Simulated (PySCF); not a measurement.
CH₅N₂ (SMILES NC=[NH2+]), charge +1, singlet, at a GFN2-xTB geometry. Base run: BLYP/def2-SVP in PySCF.

Input for PySCF:
```python
from pyscf import gto, scf, dft

mol = gto.M(
    atom='''
N     1.14797274    0.20018934    0.03700286
C     0.00000738   -0.40400940    0.15397542
N    -1.14797868    0.12474531   -0.16084144
H     1.21954645    1.14751701   -0.31697552
H     2.01157036   -0.25676282    0.29638706
H     0.00002593   -1.41964718    0.54105366
H    -1.21958691    1.06736807   -0.52715794
H    -2.01155856   -0.38896122   -0.05028975
''',
    basis='def2-svp',
    charge=1,
    verbose=4,
)

mf = dft.RKS(mol)
mf.xc = 'blyp'
mf.kernel()
mf.analyze()
```

The base run was repeated with changes; each row names its change, and settings that it needs were set with it.

```
change                                           ΔE vs base (mEh)  fitting functions
-----------------------------------------------  ----------------  -----------------
base                                                        0.000                  -
auxbasis = default (with mf = mf.density_fit())            -0.269                202
auxbasis = even-tempered beta=3.0                          -0.227                329
auxbasis = cc-pvtz-jkfit                                   -0.053                387
auxbasis = autoaux                                         -0.023                458
auxbasis = def2-universal-jkfit                            -0.059                319
auxbasis = even-tempered beta=2.0                          -0.025                483
auxbasis = def2-tzvp-ri                                       ___                ___
auxbasis = def2-universal-jfit                             -0.269                202
auxbasis = cc-pvdz-jkfit                                   -0.079                325
```

Problem. Fill in the missing entries.

Solution. 
- auxbasis = def2-tzvp-ri, ΔE vs base (mEh): -0.173
- auxbasis = def2-tzvp-ri, fitting functions: 303

A fitting set is made for a task (jfit for Coulomb, jkfit for Coulomb and exchange, ri for correlation) and for a family of orbital bases.
